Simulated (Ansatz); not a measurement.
Saddle point of BSiH4OF3, singlet (BF₃ ([F][B]([F])[F]) + SiH₄O ([OH][SiH3]) → BSiH₃OF₂ ([F][B]([F])[O][SiH3]) + HF; bonds formed: F2–H5; dative contacts that become bonds: B1–O6; bonds broken: B1–F2, H5–O6), PBE0-D4/def2-TZVP structure:

```xyz
10
angstrom
B 0.2114 -1.3521 0.1032
F 1.5835 -1.3668 -0.7770
F -0.5604 -2.3523 -0.3081
F 0.5328 -1.2986 1.3995
H 1.0459 -0.4068 -0.9983
O -0.0608 -0.0328 -0.5324
Si -0.5791 1.4083 0.1504
H 0.4782 1.9557 1.0312
H -0.8385 2.3238 -0.9819
H -1.8128 1.1215 0.9135
```

Energies are electronic, without zero-point energy. Barriers and step energies count from the start structure reached by relaxing down the imaginary mode; all methods use the PBE0-D4 structures, on which another method's saddle can fall below an end. Program: Ansatz 0.2.0. Basis: def2-TZVPP, with def2-QZVPP for the basis limit. Cores are frozen in the correlated methods. B3LYP uses VWN-RPA correlation. Extrapolation: Hartree–Fock as exp(−7.88 √X), correlation as X^−2.97.

| method | barrier (kcal/mol) | step energy (kcal/mol) |
| --- | --- | --- |
| SPW92 | 16.93 | 9.56 |
| PBE-D4 | ? | 4.10 |
| BLYP-D4 | 22.33 | 2.11 |
| r2SCAN-D4 | 22.95 | 6.70 |
| B97M-V | ? | 5.98 |
| PBE0-D4 | 23.27 | 5.33 |
| B3LYP-D4 | ? | 3.57 |
| r2SCAN0-D4 | 24.94 | 7.14 |
| BHLYP-D4 | 28.19 | 5.24 |
| CAM-B3LYP-D4 | 24.66 | 5.45 |
| wB97X-V | 24.84 | 6.28 |
| wB97M-V | 24.70 | 6.51 |
| B2PLYP | 24.87 | 4.17 |
| PBE-QIDH | 24.92 | 6.17 |
| RPA on PBE | 24.48 | 5.53 |
| HF | 34.50 | 3.29 |
| MP2 | 24.20 | 5.12 |
| CCSD | 27.03 | 5.51 |
| CCSD(T) | 25.39 | 5.67 |

(1) Fill in the withheld barriers. (An estimate is asked for; the value comes from the calculation.)

The T1 diagnostic stays at or below 0.012.

Answers

(1) The calculation gives: B97M-V 26.20; PBE-D4 20.20; B3LYP-D4 24.54 kcal/mol. Each is the energy of the saddle less that of the start structure, by the same method.

For comparison, the barrier by CCSD(T) at an estimated basis limit (MP2 extrapolated from triple and quadruple zeta, plus CCSD(T) − MP2 in triple zeta) is 25.88 kcal/mol.

The step is the kind of ligand exchange by which a precursor binds to a hydroxyl group, or is hydrolysed, in atomic layer deposition of oxides.

Labels in which every atom is bracketed show which atoms are joined, not bond orders.

For scale, one of the runs: CCSD(T)/def2-TZVPP, 253 basis functions, launched by `ansatz run in.yaml --threads 8 --pin off --events-out ev --progress --plain --max-ram 19148MiB`. Hardware: 8 CPU threads of an AMD EPYC 9R45, shared host. Wall time 39 s; peak host memory 6.1 GiB.
